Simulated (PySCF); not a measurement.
Compound: SiH2Me(OMe), C2H8OSi.
SMILES: `[H][Si]([H])(C)OC`

The closed-shell ground state was solved at several levels (PySCF, density fitting, gas phase, non-relativistic). Geometry: PBE0-D3(BJ)/def2-SVP, one conformer, isolated molecule.

```csv
level,basis functions,total energy (Eh),HOMO (eV),LUMO (eV),gap (eV),dipole (D)
wB97X-D/def2-SVPD,151,-445.5256,-9.88,2.29,12.17,0.35
PBE0/pcSseg-1,115,-445.4390,-7.90,1.01,8.91,0.44
```

Q: Estimate the row for wB97X-D/pcSseg-1, a basis of 115 functions; the other rows only guide the guess.

A: Total energy -445.6944 Eh, HOMO -9.83 eV, LUMO 2.81 eV, gap 12.64 eV, dipole 0.49 D.

Q: Over all these levels, which gives the widest orbital gap and which the narrowest?

A: wB97X-D/pcSseg-1 (range-separated hybrid) has the widest, 12.64 eV, and PBE0/pcSseg-1 (global hybrid, 25 % exact exchange) the narrowest, 8.91 eV. The two share the basis. From the narrowest to the widest the HOMO moves by -1.93 eV and the LUMO by +1.80 eV.

Q: How far do the dipole and the HOMO energy spread over the levels?

A: The dipole runs from 0.35 to 0.49 D (mean 0.43 D) and the HOMO from -9.88 to -7.90 eV.

The pairwise dispersion term of wB97X-D wasn't added to the energies; at a given geometry it leaves orbitals and properties as they are.
